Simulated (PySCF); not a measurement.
## Computed properties of GaCl₂, SMILES [Cl][Ga+][Cl], charge +1

GaCl₂, SMILES [Cl][Ga+][Cl], charge +1. Geometry optimised at PBE0-D3(BJ)/def2-TZVP. The spin state was assumed, not searched. The isomer is the one that the SMILES or the coordinates give; other isomers of the formula were not compared. The values are those of a single conformer. All values are computed for the isolated molecule unless a solvent is named; none is compared with measurement here.

**Structure.** The optimised structure has D∞h symmetry. All 4 harmonic modes at PBE0-D3(BJ)/def2-TZVP (PySCF) are real, so it is a minimum. With heavy atoms numbered as in [Ga+:1]([Cl:2])[Cl:3], the shortest bond between them is Ga1–Cl2 at 2.023 Å and the longest Ga1–Cl3 at 2.023 Å.

**Vibrations.** The strongest infrared lines (harmonic, unscaled, degenerate partners summed) lie at 610 cm⁻¹ (64 km/mol, Ga 50 %, Cl 50 %), 113 cm⁻¹ (18 km/mol, Ga 50 %, Cl 50 %). The softest mode is at 113 cm⁻¹ and the zero-point energy is 1.8 kcal/mol.

**Electronic structure.** B3LYP/def2-TZVPD (PySCF) places the frontier levels at -15.52 and -9.27 eV, a gap of 6.25 eV and a mean polarisability of 46.2 bohr³.

**Excitations.** TDA-CAM-B3LYP/def2-SVPD (PySCF) has S1 at 5.36 eV (231 nm, f = 0.000, dark); the most intense of the 10 singlets computed lies at 5.99 eV (f = 0.05). Strengths of degenerate partners are summed. T1 (TDA) is at 4.88 eV, 0.48 eV under S1. No vertical singlet excitation falls in the visible range (under 3.1 eV).
